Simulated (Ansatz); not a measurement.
Reaction (redistribution): `C[Si@H](O)[Si@H](O)F` + `C=C[SiH2]O` → `C=C[SiH](C)O` + `O[SiH2][SiH](O)F`

Program: Ansatz. Geometries: PBE0-D4/def2-TZVP. ΔE: electronic, gas phase. CCSD(T)/CBS adds triple-zeta CCSD(T) − MP2 to the extrapolated MP2 energy (def2 sets, frozen cores). DFT in def2-TZVPP. Each species was taken in one conformer, which may not be the lowest.

`C[Si@H](O)[Si@H](O)F`:

```xyz
13

C    -0.929    1.776    0.757
Si   -0.085    0.123    0.866
O     1.511    0.366    1.226
Si   -0.112   -1.099   -1.145
O     1.380   -1.797   -1.141
F    -0.253   -0.137   -2.424
H    -0.517    2.372   -0.060
H    -2.001    1.650    0.587
H    -0.796    2.328    1.690
H    -0.748   -0.704    1.919
H     2.120   -0.287    0.874
H    -1.163   -2.136   -1.342
H     1.594   -2.454   -1.807
```

`C=C[SiH2]O`:

Z-matrix (Å, degrees):
```
Si
C 1 1.857
O 1 1.649 2 111.4
H 1 1.491 2 108.7 3 122.7
H 1 1.484 2 111.0 3 -117.5
C 2 1.330 1 122.9 3 6.6
H 2 1.090 1 118.9 3 -173.1
H 3 0.958 1 117.3 2 72.7
H 6 1.087 2 121.4 1 0.7
H 6 1.086 2 122.4 1 -179.7
```

`C=C[SiH](C)O`:

```xyz
13

C     0.862    1.998   -0.605
C     0.281    1.241    0.323
Si    0.372   -0.618    0.323
C    -1.338   -1.327    0.559
O     1.083   -1.158   -1.068
H     0.794    3.083   -0.600
H     1.444    1.559   -1.410
H    -0.281    1.743    1.111
H     1.266   -1.092    1.410
H    -1.764   -0.988    1.509
H    -1.310   -2.419    0.573
H    -2.016   -1.009   -0.238
H     0.606   -1.013   -1.886
```

`O[SiH2][SiH](O)F`:

```xyz
10

O     1.758   -0.226    0.054
Si    0.529    0.540    0.872
Si   -1.305   -0.160   -0.422
O    -0.675   -0.663   -1.844
F    -2.043   -1.364    0.334
H     2.654   -0.145    0.386
H     0.718    2.020    0.860
H     0.478    0.112    2.298
H    -2.357    0.835   -0.727
H     0.243   -0.949   -1.811
```

```
      level  ΔE (eV)
  r2SCAN-D4     0.01
     revPBE     0.02
      BHLYP     0.01
HF/def2-SVP     0.02
```

What does CCSD(T)/CBS give? (An estimate is asked.)

The calculation gave: 0.00 eV. The listed levels differ from it by 0.01, 0.02, 0.01, 0.02 eV.

Largest T1 diagnostic among the species: 0.012.

Leaving LDA and LC-ωPBE aside and taking each functional with its dispersion term where it has one, the values, not all of them listed here, spread over 0.01 eV, from PBE-QIDH to BLYP-D4.
